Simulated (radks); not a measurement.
The numbers below are computed, except where a source is named.
Q: The lutetium ion Lu12+ is in [Kr] 4d10 4f10 5s2 5p1. Level of theory: scalar-relativistic Kohn-Sham, r2SCAN, spin-polarised, spherical densities, finite nucleus; meta-GGA in the generalised Kohn-Sham scheme; Fermi nuclear charge, rms radius of each element as measured or else 0.836 A^(1/3) + 0.57 fm (a radial shooting solver on a logarithmic mesh with Libxc functionals). Open shells are filled with parallel spins first. One electron is removed from 4f, 5p, 4d, 5s in turn, with full relaxation. Which removal costs least, and what does each cost?

A: 5p 237.98 eV; 4f 257.73 eV; 5s 273.08 eV; 4d 449.92 eV. The 5p electron leaves first.
